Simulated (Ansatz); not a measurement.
A run on `[OH][Al-]([OH])([OH])[OH2+]` with other settings.

```yaml
crystal:
  periodic: [false, false, false]
  atoms:
    - {symbol: O, position_ang: [-1.344067, 0.769084, 0.670975]}
    - {symbol: Al, position_ang: [-0.107267, -0.235667, 0.237925]}
    - {symbol: O, position_ang: [0.751011, -0.834487, 1.498681]}
    - {symbol: O, position_ang: [-0.193770, -1.060321, -1.194642]}
    - {symbol: O, position_ang: [0.822965, 1.128116, -0.675767]}
    - {symbol: H, position_ang: [-1.633615, 0.803937, 1.540187]}
    - {symbol: H, position_ang: [1.380898, -1.490264, 1.384390]}
    - {symbol: H, position_ang: [-0.635547, -1.851150, -1.323538]}
    - {symbol: H, position_ang: [0.276534, 1.871883, -0.574418]}
    - {symbol: H, position_ang: [0.762729, 0.849715, -1.560912]}
basis:
  gaussian: {orbitals: STO-3G, fitting: {mean_field: def2-universal-jkfit}}
hamiltonian: {xc: {name: SVWN5}}
accuracy: high
scf: {lower_state_search: full}
output: {forces: true}
```

```sh
$ ansatz run in.yaml --threads 4 --pin off --events-out ev --progress --plain --max-ram 10444MiB
```

Output, abridged:

```
Functional definition: SVWN5
526 factors; integrals over basis functions are off by at most 7.0e-3 eV
mean field evaluation 1: about -14578.6080 eV, gradient 3.8e1 eV
mean field evaluation 2: about -14578.6062 eV, gradient 3.8e1 eV
mean field evaluation 4: about -14582.9923 eV, gradient 4.7e0 eV
mean field evaluation 8: about -14583.0568 eV, gradient 7.6e-2 eV
mean field evaluation 16: about -14583.0568 eV, gradient 1.1e-8 eV
mean field -14583.05682139 eV, -535.9174534352 hartree, gradient 1.1e-8 eV, S^2 0.000000; 0 other end points of the search recorded, 0 dependent functions left out
reference -14583.05682391 eV, -535.9174535279 hartree; 25, 25 occupied and 9, 9 virtual orbitals, 526 factors
Total energy: -14583.05682391 eV, -535.9174535279 hartree
Atom 0 at    -1.344067     0.769084     0.670975 Å, force     0.894483     1.112117    -6.100883 eV/Å
Atom 1 at    -0.107267    -0.235667     0.237925 Å, force     0.187354    -0.709660    -0.005753 eV/Å
Atom 2 at     0.751011    -0.834487     1.498681 Å, force    -3.631059     4.323752     2.510043 eV/Å
Atom 3 at    -0.193770    -1.060321    -1.194642 Å, force     3.365183     5.467796    -0.766011 eV/Å
Atom 4 at     0.822965     1.128116    -0.675767 Å, force     4.003049    -3.076717     5.159831 eV/Å
Atom 5 at    -1.633615     0.803937     1.540187 Å, force    -1.659086    -0.050515     6.021236 eV/Å
Atom 6 at     1.380898    -1.490264     1.384390 Å, force     4.269213    -4.554639    -1.233855 eV/Å
Atom 7 at    -0.635547    -1.851150    -1.323538 Å, force    -3.116719    -5.326321    -0.450718 eV/Å
Atom 8 at     0.276534     1.871883    -0.574418 Å, force    -3.658543     4.670091     0.475301 eV/Å
Atom 9 at     0.762729     0.849715    -1.560912 Å, force    -0.653875    -1.855904    -5.609192 eV/Å
Dipole moment:     0.124265     0.224651    -0.388450 e Å
```

Run time 0.8 s (4 threads of an Arm Neoverse V1 on a shared host); peak host memory 0.47 GiB.
